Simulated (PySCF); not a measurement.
Work out the structure from these simulated measurements.

Formula: C8H7FSi.

| Item | Value |
| --- | --- |
| UV, first state | lowest singlet excitation: 4.32 eV (287 nm, f = 0.068) [TDDFT CAM-B3LYP/def2-SVPD] |
| 1H NMR | chemical shifts (computed TMS as zero) by class: 7.53 (1 H), 7.42 (1 H), 7.23 (1 H), 7.23 (1 H), 6.78 (1 H), 4.84 (2 H) ppm [GIAO PBE0/pcSseg-1] |
| Rotational structure | rotational constants A, B, C: 2.670, 0.826, 0.635 GHz [PBE0-D3(BJ)/def2-SVP] |
| Dipole | 1.77 D [CAM-B3LYP/def2-SVPD] |
| NMR, other nuclei | isotropic shieldings of nuclei other than C and H, by class: 297 (1 F), 407 (1 Si) ppm [GIAO PBE0/pcSseg-1] |
| 13C NMR | chemical shifts (computed TMS as zero) by class: 181.9 (1 C), 152.7 (1 C), 139.5 (1 C), 136.9 (1 C), 135.5 (1 C), 131.9 (1 C), 130.0 (1 C), 129.7 (1 C) ppm [GIAO PBE0/pcSseg-1] |
| Valence photoelectron | vertical ionisation energy: 8.31 eV [ΔSCF CAM-B3LYP/def2-SVPD] |
| Triplet | lowest triplet excitation (Tamm–Dancoff): 2.95 eV [TDA CAM-B3LYP/def2-SVPD] |
| Polarisability | 116.7 au [CAM-B3LYP/def2-SVPD] |

Gas-phase values; electronic properties from PySCF, density fitting. Levels stand in brackets. Geometry: PBE0-D3(BJ)/def2-SVP; no solvent, vibrations or thermal averaging. Each NMR value is the plain mean over a class of atoms that symmetry, rotation or inversion makes alike.

Question: Propose a structure and show how it fits.

Answer: Numbering: `[F:1][C:2]1=[CH:3][c:4]2[cH:5][cH:6][cH:7][cH:8][c:9]2[SiH2:10]1`. Its formula, C8H7FSi, gives 6 degrees of unsaturation: 2 rings and 4 π bonds in the structure found (Kekulé form). 8 carbons fall into 8 classes; from least to most shielded: vinylic C–F carbon [C2] (181.9 ppm), substituted aromatic carbon [C4] (152.7 ppm), aromatic CH carbon [C8] (139.5 ppm), aromatic CH carbon [C6] (136.9 ppm), alkene CH carbon [C3] (135.5 ppm), aromatic CH carbon [C7] (131.9 ppm), substituted aromatic carbon [C9] (130.0 ppm), aromatic CH carbon [C5] (129.7 ppm). Hydrogen classes from least to most shielded: 1 H on an aromatic CH carbon, C8 (7.53 ppm), 1 H on an aromatic CH carbon, C6 (7.42 ppm), 1 H on an aromatic CH carbon, C5 (7.23 ppm), 1 H on an aromatic CH carbon, C7 (7.23 ppm), 1 H on an alkene CH carbon, C3 (6.78 ppm), 2 H on an SiH2 silicon, Si10 (4.84 ppm). The other shieldings belong to: 297 ppm, vinyl fluorine [F1]; 407 ppm, SiH2 silicon [Si10]. The first electron is taken from the HOMO, whose largest Löwdin shares are 0.17 on the vinylic C–F carbon, 0.15 on the alkene CH carbon, 0.14 on an aromatic CH carbon and 0.14 on a substituted aromatic carbon. The optimised geometry has point group Cs and is an asymmetric top. Structure: `FC1=Cc2ccccc2[SiH2]1`. Computed isomers that give other values at the same levels: `Fc1cccc2c1C=C[SiH2]2` (rotational constant A: 1.966 GHz; this holds for the one conformer computed). The assignments are read from this structure; whether some other isomer fits the data as well wasn't checked.
